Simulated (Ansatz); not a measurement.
Active spaces for TiH2, triplet

Calculated in Ansatz's Gaussian-basis code. Basis def2-SVP, nonrelativistic, 9 orbitals frozen in the corrections. State-specific CASSCF; RHF is the lowest restricted (open-shell) Hartree–Fock solution met. Letters tell apart solutions met in one space. The basis is small, far from the limit. Solutions may break the symmetry of the shape. Lower solutions, or ones in other orbitals, may exist.

Geometry:

| atom | x (Å) | y (Å) | z (Å) |
| --- | --- | --- | --- |
| H | 0.0000 | 0.6649 | 1.8268 |
| Ti | 0.0000 | 0.0000 | 0.0000 |
| H | 0.0000 | 0.6649 | -1.8268 |

CASSCF less RHF, in eV, and natural occupations:

```csv
CAS,CASSCF,occupations
"(6,8) a",-1.124,"1.96, 1.96, 1.00, 1.00, 0.04, 0.02, 0.01, 0.01"
"(6,8) b",-1.054,"1.97, 1.96, 1.00, 1.00, 0.04, 0.02, 0.01, 0.00"
```

What totals less RHF do the corrections give on each solution?



| CAS | SC-NEVPT2 |
| --- | --- |
| (6,8) a | -1.738 |
| (6,8) b | -1.636 |

In CAS(6,8), is the solution lowest in CASSCF also lowest after SC-NEVPT2?

Yes: (6,8) a stays lowest, 0.10 eV under the next.
